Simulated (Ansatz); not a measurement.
Consider the atomization: `[F][Ge]([F])([Cl])[Br]` → Br• + Cl• + 2 F• + Ge•.

Program: Ansatz. Geometries: PBE0-D4/def2-TZVP. ΔE: electronic, gas phase. CCSD(T)/CBS is the MP2 limit (def2-TZVPP, def2-QZVPP) plus CCSD(T) − MP2 in def2-TZVPP, frozen cores. This one scheme is used for every species, atoms too. Functionals use def2-TZVPP. No spin–orbit coupling; open shells (•) take unrestricted orbitals. Spin–orbit coupling would lower the free atoms: a little for Cl, F; clearly for Br, Ge. Bonds to Br, Ge are less sure, by a few kJ/mol each and by 10 to 20 or more in all where they break to atoms, as the def2 sets lack core-valence functions. Scalar relativity is left out up to krypton.

What is ΔE at CCSD(T)/CBS? (An estimate is asked.)

Ansatz gave: +16.87 eV.

What do these levels give: PBE-D4, revPBE-D4, PBE0-D4, r2SCANh-D4, ωB97X-V, r2SCAN, r2SCAN0, CAM-B3LYP, LC-ωPBE, RPA@PBE/def2-TZVPP, CCSD(T)/def2-SVP, SCS-MP2/def2-TZVPP? (Estimate.)

Ansatz gave: PBE-D4 17.17, revPBE-D4 16.47, PBE0-D4 16.57, r2SCANh-D4 16.68, ωB97X-V 16.83, r2SCAN 16.91, r2SCAN0 16.26, CAM-B3LYP 16.32, LC-ωPBE 16.55, RPA@PBE/def2-TZVPP 14.70, CCSD(T)/def2-SVP 15.26, SCS-MP2/def2-TZVPP 16.72 eV.

Largest T1 diagnostic among the species: 0.010.

The D4 term adds +0.28 eV with B3LYP and +0.15 eV with PBE0; it sums over pairs of atoms, weighted by their polarisabilities, and B3LYP, whose exchange is more repulsive, gets the larger term. Leaving LDA and LC-ωPBE aside and taking each functional with its dispersion term where it has one, the values, not all of them listed here, spread over 1.63 eV, from BHLYP-D4 to PBE-D4. LDA lies +2.94 eV from PBE without D4, its usual overbinding. In def2-TZVPP, CCSD(T) changes the Hartree–Fock value by +4.88 eV (the triples alone add +0.46 eV) and MP2 by +5.92 eV; breaking electron pairs costs correlation energy, which Hartree–Fock lacks.

B3LYP here is the variant with VWN-RPA as its local correlation; programs differ in this.

For atomizations the MP2-based limit and the directly extrapolated one differ by several kJ/mol either way, and by 10 to 25 for some Ge, Se and Sn compounds, so smaller differences from it don't rank the levels.
